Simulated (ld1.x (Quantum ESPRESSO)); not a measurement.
## Before and after: TM potential for As

```
Element                 : arsenic (As)
Generator               : ld1.x (Quantum ESPRESSO) 7.5
Type                    : norm-conserving Troullier–Martins (Kleinman–Bylander form)
Functional              : LDA (PZ)
Relativity              : scalar-relativistic
Frozen core             : [Ar] 3d10
Valence charge          : 5
Reference configuration : 4s2 4p3
Partial waves           : 4p (bound): rc 2.15 bohr; 4s (bound): rc 1.20 bohr
Local potential         : the s channel
Core correction         : Bessel-smoothed model core, default radius (core density twice the valence density)
```

Change: wave 4p (bound): rc 2.15 bohr becomes 4p (bound): rc 2.16 bohr.

Cutoffs: the cutoffs (Ry, on a coarse ladder) from which the occupation-weighted sum of valence levels, in a spherical-Bessel basis at the reference potential, stays within 10 and 1 mRy of its value at 400 Ry; they do not see the model core or the augmentation charge, which bear on the density cutoff. Errors are all-electron minus pseudo energies relative to the spin-unpolarised reference configuration.

Question: How do hardness, ghosts and transferability respond?

Answer: The potential gets neither clearly harder nor softer (70 Ry and 160 Ry → 70 Ry and 160 Ry); both files keep a bound ghost (p); of the 9 tests that both files solve, the error grows in 2 and shrinks in 0 by more than 15 % and 0.3 meV (median size 6.5 → 7.5 meV).

| quantity | base | changed |
| --- | --- | --- |
| cutoff, loose | 70 Ry | 70 Ry |
| cutoff, tight | 160 Ry | 160 Ry |
| bound ghosts | p | p |
| error for 4s2 4p2, meV [ΔE 9.33 eV] | -6.4 | -6.5 |
| error for 4s2 4p1, meV [ΔE 27.49 eV] | -31 | -32 |
| error for 4s2 4p0, meV [ΔE 55.53 eV] | -78 | -82 |
| error for 4s1 4p4, meV [ΔE 9.48 eV] | -14 | -13 |
| error for 4s2 4p3.3, meV [ΔE -1.28 eV] | 0.0 | 0.0 |
| error for 4s1 4p3, meV [ΔE 19.49 eV] | -34 | -34 |
| error for 4s2 4p2.5, meV [ΔE 3.64 eV] | -1.5 | -1.6 |
| error for 4s2 4p3 (spin-polarised), meV [ΔE -1.32 eV] | -2.9 | -4.3 |
| error for 4s2 4p2 (spin-polarised), meV [ΔE 8.60 eV] | -6.5 | -7.5 |
| s: phases at 2.36 bohr within 0.05 rad from the reference energy up to (Ry; the scan ends near 5) | 1.8 | 1.8 |
| p: phases at 2.36 bohr within 0.05 rad from the reference energy up to (Ry; the scan ends near 5) | 3.4 | 3.4 |

 A true bound ghost makes a file unfit for plane-wave use even where its test errors are small: the radial tests pick states by their node count and pass the ghost by.
